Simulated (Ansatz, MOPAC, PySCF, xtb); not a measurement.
Pair of molecules: HF (SMILES F) (first 2 atoms) with HBr (SMILES Br); geometry from B3LYP-D3(BJ)/def2-TZVP, rigid monomers moved along the line of their centres of mass till F1···H4 is 2.38 Å.
(charge 0, multiplicity 1):
```xyz
4

F     -0.362     0.135     0.369
H     -0.220    -0.774     0.265
Br    -0.014     0.996     4.041
H     -0.186     0.885     2.625
```

Monomers are frozen at their geometry in the pair; levels with a basis set take the counterpoise correction. Rows marked so take none.

Cores are frozen in the correlated methods. Filled d and f shells under p-block atoms count as core. CBS(a, b) extrapolates the correlation energy as X⁻³ and adds the Hartree–Fock energy of set b. Rows in 3-21G, 6-31G* carry no dispersion term and start afresh at each structure (6-31G* with six Cartesian d functions); the Pople sets are all-electron and without relativity. The state that PM7 reach isn't checked; PM7 holds dispersion and hydrogen-bond terms.

Codes used: Ansatz (a quantum-chemistry and plane-wave program); MOPAC for PM7 (differences of heats of formation); PySCF for 3-21G rows, 6-31G* rows, the dispersion terms; xtb for the GFN methods. Values without a source in brackets are computed.

| level | interaction energy (meV) |
|---|---|
| PM7 | -13.2 |
| GFN1-xTB | -56.3 |
| PBE-D3(BJ)/def2-TZVPPD | -100.3 |
| B3LYP/3-21G (no counterpoise) | -283.7 |
| B3LYP/6-31G* (no counterpoise) | -169.6 |
| B3LYP-D3(BJ)/def2-TZVPPD | -90.8 |
| wB97M-V/def2-TZVPPD | -89.6 |
| CCSD/aug-cc-pVQZ | … |
| CCSD(T)/CBS(aug-cc-pVTZ, aug-cc-pVQZ) | … |

Q: Complete the blanks.

A: 
- CCSD/aug-cc-pVQZ, interaction energy (meV): -85.1
- CCSD(T)/CBS(aug-cc-pVTZ, aug-cc-pVQZ), interaction energy (meV): -92.9
